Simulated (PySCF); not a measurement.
Series: H2E=Y. Gas-phase values, no solvent. Strings in code marks are SMILES.

All values below come from PySCF with r2SCAN-D4/def2-TZVP. All candidates: neutral, multiplicity 1. Delta-SCF ions had no search for a lower state. Excitations are Tamm–Dancoff values on a coarser integration grid. The basis has no diffuse functions, so Rydberg states are missing or too high.

S1 excitation (TDA): 2.77 eV
vertical ionisation energy (Delta-SCF): 9.10 eV
adiabatic ionisation energy (no zero-point term): 8.97 eV

Task: Name which member has these values.
A) `C=[Se]`
B) `[SiH2]=S`
C) `C=S`
D) `[SiH2]=[Se]`

Result: D, `[SiH2]=[Se]`. The others give `C=S`: 2.45 eV, 9.18 eV, 9.17 eV; `[SiH2]=S`: 3.14 eV, 9.49 eV, 9.34 eV; `C=[Se]`: 2.07 eV, 8.83 eV, 8.82 eV
